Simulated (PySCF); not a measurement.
H5OSi2, doublet, at a GFN2-xTB geometry. Base run: PBE0/6-31G* run with PySCF.

PySCF was given this input:
```python
from pyscf import gto, scf, dft, solvent

mol = gto.Mole()
mol.atom = '''
    Si    1.542879   -0.437625    0.394878
    O    -0.036945   -0.096818    0.237107
    Si   -1.434724    0.418562   -0.392864
    H     1.896584   -1.425270   -0.614958
    H     2.282265    0.815616    0.341642
    H    -1.245981    1.800745   -0.832199
    H    -1.755683   -0.455964   -1.519640
    H    -2.395801    0.306283    0.700098
'''
mol.basis = '6-31g*'
mol.charge = 0
mol.spin = 1
mol.verbose = 3
mol.build()

mf = dft.UKS(mol)
mf.xc = 'pbe0'
mf.kernel()
```

Variants of this job, named by their change:

```csv
change,ΔE vs base (kcal/mol),dipole (D)
base,0.000,0.55
model = SS(V)PE; solvent = dimethylsulfoxide,-0.419,0.67
model = IEF-PCM; solvent = dimethylsulfoxide; lebedev_order = 41,-0.430,0.67
model = COSMO; solvent = dimethylsulfoxide,-0.426,0.67
model = IEF-PCM; solvent = chloroform,-0.293,0.63
model = IEF-PCM; solvent = dimethylsulfoxide; r_probe = 0.5,-0.179,0.62
model = IEF-PCM; solvent = water,-0.431,0.67
model = IEF-PCM; solvent = toluene,-0.187,0.60
model = C-PCM; solvent = dimethylsulfoxide,-0.431,0.67
model = IEF-PCM; solvent = dimethylsulfoxide; vdw_scale = 1.0,-1.23,0.75
model = IEF-PCM; solvent = tetrahydrofuran,-0.341,0.65
model = IEF-PCM; solvent = dimethylsulfoxide; lebedev_order = 11,-0.406,0.67
```

The base is the gas phase, so ΔE is the electrostatic part of solvation at a fixed geometry, without cavity and dispersion terms.

Open shells are given as the SCF converged; they aren't shown to be the lowest states, and a large step between rows can be another state.
